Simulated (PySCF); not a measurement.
TaOF₃, singlet: computed properties

Computed with PySCF, PBE0, basis Ta def2-SVP with ECP60, O def2-SVP, F def2-SVP (scalar-relativistic core potentials, no spin–orbit coupling, density fitting).

The structure is a minimum.

```json
{
  "Point group": "C3v",
  "Bond lengths": "Ta–F 1.874 Å (×3), Ta–O 1.706 Å",
  "Bond angles": "F–Ta–F 112.1° (×3), F–Ta–O 106.6° (×3)",
  "Zero-point energy": "25.2 kJ/mol",
  "Principal polarisabilities": "28.7, 28.7, 34.6 bohr³",
  "Rotational constants": "0.1089, 0.1089, 0.09176 cm⁻¹",
  "Entropy at 298.15 K and 1 bar": "329.2 J/(mol K)",
  "Rotational symmetry number": "3",
  "Enthalpy at 298.15 K above 0 K": "18.10 kJ/mol",
  "Lowest empty level": "-1.65 eV",
  "Principal quadrupole moments (Buckingham, traceless) about the centre of mass": "-0.78, 0.39, 0.39 D Å",
  "Dipole moment": "1.81 D",
  "Heat capacity Cp at 298.15 K": "82.9 J/(mol K)",
  "Atomisation energy without zero-point energy": "2597 kJ/mol",
  "Highest occupied level": "-10.34 eV"
}
```

Harmonic modes (masses in u: Ta 180.948, O 15.995, F 18.998):
```json
{"symmetry": "e", "ω (cm⁻¹)": "160", "IR (km/mol, summed over degenerate members)": "25.6", "μ (u)": "20.52", "type": "bend"}
{"symmetry": "a1", "ω (cm⁻¹)": "188", "IR (km/mol, summed over degenerate members)": "16.2", "μ (u)": "22.43", "type": "bend"}
{"symmetry": "e", "ω (cm⁻¹)": "266", "IR (km/mol, summed over degenerate members)": "23.6", "μ (u)": "17.81", "type": "bend"}
{"symmetry": "a1", "ω (cm⁻¹)": "708", "IR (km/mol, summed over degenerate members)": "48.9", "μ (u)": "19.51", "type": "stretch"}
{"symmetry": "e", "ω (cm⁻¹)": "711", "IR (km/mol, summed over degenerate members)": "274", "μ (u)": "21.86", "type": "stretch"}
{"symmetry": "a1", "ω (cm⁻¹)": "1044", "IR (km/mol, summed over degenerate members)": "139", "μ (u)": "17.31", "type": "stretch"}
```

In C3v the vibrations span 3e + 3a1.

Charges (e):
| atom | Mulliken | Löwdin | polar tensor | Mayer order to Ta1 |
| --- | --- | --- | --- | --- |
| Ta1 | 1.34 | 0.52 | 2.72 | – |
| O2 | -0.33 | -0.13 | -0.80 | 2.28 |
| F3,4,5 | -0.34 | -0.13 | -0.64 | 1.07 |

Mulliken populations on Ta1 (electrons outside its core potential): s 2.31, p 6.33, d 2.77, f 0.25.

Outer orbital energies (eV). occupied: -13.66, -13.15, -12.73, -12.73, -12.69, -10.69, -10.34, -10.34; empty: -1.65, -1.65, -0.87, 0.06.

Formally Ta is in oxidation state +5, d0. The polar-tensor charge on Ta, 2.72, is far below the formal one.

Stability towards spin polarisation was not tested. Other isomers or separated fragments may lie lower. With an element this heavy the missing spin–orbit coupling can shift these numbers.

The final relaxation and frequency run took 42 s on 2 threads of a shared Arm Neoverse V1 host, with 88 basis functions and 12 gradients; the process peaked at 1.2 GiB. Launch command: `OMP_NUM_THREADS=2 python axn.py task.json out`.
